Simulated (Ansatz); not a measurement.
`Cc1cc(-c2sc(-c3sc(C#C[Si](C)(C)C)cc3C)cc2C)sc1C#C[Si](C)(C)C`, 60 atoms. Hardware: 2 threads of AMD EPYC 7R13 on a shared host and a share (18 GiB) of an NVIDIA H100 80GB HBM3.

Single mean-field runs in def2-SVP are fitted with def2-universal-jkfit.

Task: How many basis functions does each of these Ansatz runs have, and roughly what does it cost? PBE0-D4/def2-SVP, charge -1 doublet at the geometry of the charge 0 singlet, energy; PBE0-D4/def2-SVP, charge 1 doublet at the geometry of the charge 0 singlet, energy; PBE with 15 % exact exchange/def2-SVP, charge 0 singlet, energy, from earlier orbitals; r2SCAN-D4/def2-SVP, charge 0 singlet, relaxation, 14 steps; PBE0-D4/def2-SVP, charge 0 singlet, energy, from earlier orbitals; PBE-D4/def2-SVP, charge 0 singlet, energy and forces, from earlier orbitals; PBE with 10 % exact exchange/def2-SVP, charge 0 singlet, energy, from earlier orbitals; PBE with 35 % exact exchange/def2-SVP, charge 0 singlet, energy, from earlier orbitals; PBE with 5 % exact exchange/def2-SVP, charge 0 singlet, energy, from earlier orbitals; PBE with 50 % exact exchange/def2-SVP, charge 0 singlet, energy, from earlier orbitals; PBE0-D4/def2-SVP, charge 0 triplet at the geometry of the charge 0 singlet, energy; r2SCAN-D4/def2-SVP, charge 0 singlet, energy, from earlier orbitals.

Result: Other jobs shared the machine, so times can vary by a factor of up to 3.

```csv
run,functions,fitting or Cholesky vectors,wall time,peak host memory (GiB)
"PBE with 15 % exact exchange/def2-SVP, charge 0 singlet, energy, from earlier orbitals",590,3055,9 s,1
"PBE with 50 % exact exchange/def2-SVP, charge 0 singlet, energy, from earlier orbitals",590,3055,9.5 s,1
"PBE with 10 % exact exchange/def2-SVP, charge 0 singlet, energy, from earlier orbitals",590,3055,9.5 s,1
"PBE-D4/def2-SVP, charge 0 singlet, energy and forces, from earlier orbitals",590,3055,10 s,1.1
"r2SCAN-D4/def2-SVP, charge 0 singlet, energy, from earlier orbitals",590,3055,11 s,1.1
"PBE with 5 % exact exchange/def2-SVP, charge 0 singlet, energy, from earlier orbitals",590,3055,11 s,1
"PBE0-D4/def2-SVP, charge 0 singlet, energy, from earlier orbitals",590,3055,11 s,1
"PBE with 35 % exact exchange/def2-SVP, charge 0 singlet, energy, from earlier orbitals",590,3055,11 s,1
"PBE0-D4/def2-SVP, charge -1 doublet at the geometry of the charge 0 singlet, energy",590,3055,13 s,1.3
"PBE0-D4/def2-SVP, charge 0 triplet at the geometry of the charge 0 singlet, energy",590,3055,17 s,1.3
"PBE0-D4/def2-SVP, charge 1 doublet at the geometry of the charge 0 singlet, energy",590,3055,18 s,1.2
"r2SCAN-D4/def2-SVP, charge 0 singlet, relaxation, 14 steps",590,3055,89 s,1.1
```
